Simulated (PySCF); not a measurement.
## Static response to an electric field

C5H13GaP2.
SMILES with atom numbers: `[CH3:1][C:2]1=[CH:3][CH2:4][P@+:5]([PH2:6])([GaH3-:7])[CH2:8]1` (hydrogens: H9, H10, H11 on C1; H12 on C3; H13, H14 on C4; H15, H16 on P6; H17, H18, H19 on Ga7; H20, H21 on C8)

Geometry (PBE0-D3(BJ)/def2-SVP, Å), atoms numbered from 1 in this order:
```
atom  x, y, z in Å
C1    -2.939    0.187    0.563
C2    -1.561   -0.096    0.065
C3    -1.260   -0.726   -1.081
C4     0.187   -0.968   -1.394
P5     1.106    0.065   -0.157
P6     1.405    1.942   -1.275
Ga7    3.131   -0.869    0.903
C8    -0.383    0.309    0.917
H9    -3.087    1.269    0.720
H10   -3.706   -0.169   -0.139
H11   -3.110   -0.299    1.538
H12   -2.036   -1.094   -1.760
H13    0.474   -0.698   -2.423
H14    0.469   -2.027   -1.254
H15    1.865    2.655   -0.127
H16    0.056    2.399   -1.154
H17    2.440   -2.174    1.478
H18    3.427    0.310    1.918
H19    4.071   -1.018   -0.358
H20   -0.290   -0.332    1.812
H21   -0.444    1.349    1.276
```

Level: CAM-B3LYP/def2-SVPD (PySCF), static field, nuclei fixed, core orbitals frozen in the response. The polarisability tensor in these axes (au):

```
x   160.65  -2.82   1.16
y    -2.82 139.37  -4.01
z     1.16  -4.01 136.45
```

**Question.** What are the eigenvalues, a third of the trace, and Δα (Δα² = ½Σ(αi − αj)² over the three pairs)?

**Answer.** Principal values 133.62, 141.72 and 161.13 au; mean 145.49 au = 21.56 Å³ = 23.99 × 10⁻⁴⁰ C²·m²/J; Δα = 24.49 au (17 % of the mean).

**Question.** What is the dipole moment, and where does it point?

**Answer.** (-5.41, 1.73, -1.35) D, 5.84 D in size, pointing from the negative to the positive side. Measured along this direction, the outermost atoms are H19 at the negative end and H10 at the positive end.

**Question.** Form Σ f/ω² (atomic units) for the 10 lowest TDDFT singlets, given as eV and f, and set it beside the mean polarisability, which is this sum over all singlets: 6.34, 0.1318; 6.50, 0.0248; 6.52, 0.0278; 6.54, 0.0187; 6.60, 0.0647; 6.73, 0.0032; 6.75, 0.0061; 6.90, 0.0061; 6.97, 0.0270; 7.08, 0.0071.

**Answer.** They add up to 5.53 au, 3.8 % of the 145.49 au; the largest single term is 2.43 au, from the state at 6.34 eV. Terms in order: 2.43, 0.43, 0.48, 0.32, 1.10, 0.05, 0.10, 0.09, 0.41, 0.10 au. Higher excitations give the rest. The strengths listed sum to 0.317.

**Question.** Refractivity n − 1 of an ideal gas of it at 273.15 K and 1 atm, from the electronic α?

**Answer.** N = p/kT = 2.6868 × 10¹⁹ cm⁻³, so n − 1 = 2π × N × 21.56 × 10⁻²⁴ cm³ = 3640 × 10⁻⁶ at long wavelengths.

**Question.** Directions of the eigenvectors, and the extent of the frame along each?

**Answer.** Largest value along (0.99, -0.14, 0.07), where the nuclei span 7.78 Å; middle along (0.15, 0.80, -0.58), 4.82 Å; least along (0.03, 0.58, 0.81), 4.19 Å. The response follows the extents in order.

**Question.** Molar refractivity from α?

**Answer.** Lorentz–Lorenz: R = (4π/3)N_A α = 2.5225 cm³/(mol·Å³) × 21.56 Å³ = 54.4 cm³/mol, in the limit of long wavelengths.

**Question.** Rayleigh depolarisation ratio (linearly polarised light, static tensor)?

**Answer.** ρ = 3Δα²/(45ᾱ² + 4Δα²) = 1799.5/(952527 + 2399.3) = 0.00188.

The structure is a single PBE0-D3(BJ)/def2-SVP conformer in the gas phase; no vibrational or solvent corrections. The calculation is non-relativistic, for gallium too.
